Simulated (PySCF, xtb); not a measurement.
1,1-dibromo-1-chloroethane (C₂H₃Br₂Cl), SMILES C(C)(Br)(Cl)Br.

GFN2-xTB (xtb 6.7.1) at its own geometry gives an orbital gap of 3.99 eV and a dipole moment of 3.48 D.

Geometry optimised at B3LYP-D3(BJ)/def2-SVP.

Problem. What does PBE/def2-TZVP in PySCF give? (Estimate from the structure and the level; the computed values follow.)

Solution. gap 4.13 eV (levels -6.80 and -2.66 eV), dipole 1.71 D.
